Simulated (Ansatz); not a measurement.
Reaction (formal hydrolysis of a W–C bond): `[CH3][W](=[O])([F])=[S]` + H₂O → `[O]=[W]([OH])([F])=[S]` + CH₄

Isolated molecules relaxed with PBE0-D4/def2-TZVP in Ansatz; ΔE leaves out vibrations. CBS: MP2 limit from def2 TZ/QZ plus the TZ coupled-cluster correction, frozen cores. This one scheme is used for every species. DFT in def2-TZVPP. B3LYP here is the variant with VWN-RPA as its local correlation; programs differ in this. Elements past krypton have def2 core potentials. For W outer-core shells are correlated without core-valence functions, which leaves a few kJ/mol of doubt a bond. One conformer a species, not always the lowest.

(1) Is it downhill or uphill in electronic energy at CCSD(T)/CBS, and by how much? (Best estimate.)

(2) What do these levels give: LDA (SPW92), PBE0, B3LYP, BHLYP, CAM-B3LYP, CCSD(T)/def2-TZVPP? (Estimate.)

Largest T1 diagnostic among the species: 0.023, so the coupled-cluster value is less sure than usual.

Answers

(1) Computed: Downhill: ΔE = -101.5 kJ/mol.

(2) Computed: LDA (SPW92) -113.6, PBE0 -110.7, B3LYP -120.0, BHLYP -117.5, CAM-B3LYP -121.8, CCSD(T)/def2-TZVPP -104.7 kJ/mol.

The D4 term adds +3.6 kJ/mol with B3LYP and +2.1 kJ/mol with PBE0; it sums over pairs of atoms, weighted by their polarisabilities, and B3LYP, whose exchange is more repulsive, gets the larger term. Leaving LDA and LC-ωPBE aside and taking each functional with its dispersion term where it has one, the values, not all of them listed here, spread over 16.7 kJ/mol, from B97M-V to PBE-QIDH.
